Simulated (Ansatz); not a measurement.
Cu₂F₂⁺. Charge 1, multiplicity 2. Geometry B3LYP-D4/def2-SVP, basis def2-TZVP, Ansatz.

```xyz
4

Cu   -0.1453   -0.1805   -0.9266
Cu    0.4221    0.5214    2.6655
F    -0.4118   -0.5031   -2.5824
F     0.1350    0.1623    0.8434
```

```tsv
run	HOMO (eV)	LUMO (eV)
A	-19.24	-4.80
B	-12.11	-11.99
C	-13.58	-10.64
D	-12.16	-11.69
E	-13.39	-11.27
```

B3LYP takes the VWN-RPA correlation. Another isomer (doublet) lies 0.12 eV lower at PBE-D4/def2-TZVP; other spin states weren't run for this one.

HOMO and LUMO are taken over both spins.

Task: The runs used B3LYP, HF, PBE, PBE0, r2SCAN. Estimate which is which.

Result: A HF (100 % exact exchange); B PBE (0 % exact exchange); C PBE0 (25 % exact exchange); D r2SCAN (0 % exact exchange); E B3LYP (20 % exact exchange). Exact exchange lowers occupied and raises empty levels; among semilocal functionals meta-GGAs tend to open the gap a little, and such runs are hard to tell apart. The gap grows from 0.12 eV (PBE) to 14.44 eV (HF).
